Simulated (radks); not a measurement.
Q: These are the eigenvalues of the occupied orbitals of an atom or ion with whole-number occupations (hartree). Method: scalar-relativistic Kohn-Sham, PBE, spin-polarised, spherical densities, point nucleus; computed with a radial shooting solver on a logarithmic mesh with Libxc functionals.

1s up: -350.4204
1s down: -350.4187
2s down: -42.91576
2s up: -42.91542
2p up: -37.24569
2p down: -37.24559
3s up: -5.10328
3s down: -5.10252
3p up: -3.42000
3p down: -3.41837
3d up: -0.72853
3d down: -0.72051
4s up: -0.53364

Which element is it, and in what charge state? The configuration may be excited. Open shells, if any, are filled with parallel spins first.

A: Z = 30, zinc, charge +1: Zn+ in [Ar] 3d10 4s1. The list shows which subshells hold electrons but not how many an open one holds; the 1s level, -350.42 hartree, gives Z - s = 26.5 by -(Z - s)^2/2, which with screening and relativity narrows Z to a few neighbours, and the depths of the outer levels then fix element, charge and occupations together.
